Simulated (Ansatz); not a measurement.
Reaction (atomization): `CC[Se]`• → 2 C• + 5 H• + Se•

Computed with Ansatz on PBE0-D4/def2-TZVP structures; ΔE is electronic, products minus reactants. CCSD(T)/CBS adds triple-zeta CCSD(T) − MP2 to the extrapolated MP2 energy (def2 sets, frozen cores). This one scheme is used for every species, atoms too. DFT in def2-TZVPP. B3LYP here is the variant with VWN-RPA as its local correlation; programs differ in this. Open shells (•) are unrestricted, without spin–orbit coupling. Spin–orbit coupling would lower the free atoms: a little for C; clearly for Se. Bonds to Se are less sure, by a few kJ/mol each and by 10 to 20 or more in all where they break to atoms, as the def2 sets lack core-valence functions. Scalar relativity is left out up to krypton.

`CC[Se]`•:

```xyz
8

C     0.374    0.553   -0.478
C    -0.164   -0.501    0.465
Se   -2.084   -0.772    0.380
H     1.460    0.645   -0.369
H    -0.072    1.527   -0.274
H     0.158    0.298   -1.517
H     0.051   -0.266    1.512
H     0.278   -1.485    0.280
```

```json
{"level": "r2SCAN-D4", "ΔE (kJ/mol)": "2811.0"}
{"level": "B3LYP-D4", "ΔE (kJ/mol)": "2805.3"}
{"level": "r2SCANh-D4", "ΔE (kJ/mol)": "2799.9"}
{"level": "BHLYP-D4", "ΔE (kJ/mol)": "2741.2"}
{"level": "CAM-B3LYP-D4", "ΔE (kJ/mol)": "2810.8"}
{"level": "r2SCAN", "ΔE (kJ/mol)": "2808.1"}
{"level": "BHLYP", "ΔE (kJ/mol)": "2726.3"}
{"level": "HF/CBS(def2)", "ΔE (kJ/mol)": "2093.5"}
```

Problem. What does CCSD(T)/CBS give? (An estimate is asked.)

Solution. Ansatz gave: +2799.4 kJ/mol. The listed levels differ from it by 11.6, 5.9, 0.5, -58.2, 11.4, 8.7, -73.1, -705.9 kJ/mol.

Largest T1 diagnostic among the species: 0.009.

At CCSD(T), def2-SVP lies −129.5 kJ/mol from the extrapolated value and def2-TZVPP −61.4 kJ/mol: correlation converges slowly with the basis, and small sets miss more of it in the bonded molecule than in its fragments. Leaving LDA and LC-ωPBE aside and taking each functional with its dispersion term where it has one, the values, not all of them listed here, spread over 112.0 kJ/mol, from BHLYP-D4 to PBE-D4. LDA lies +342.3 kJ/mol from PBE without D4, its usual overbinding. From r2SCAN to r2SCAN0 (25 % exact exchange), in def2-TZVPP and without D4, ΔE moves by −27.1 kJ/mol: exact exchange takes away binding that semilocal exchange gives to molecules.

For atomizations the MP2-based limit and the directly extrapolated one differ by several kJ/mol either way, and by 10 to 25 for some Ge, Se and Sn compounds, so smaller differences from it don't rank the levels.
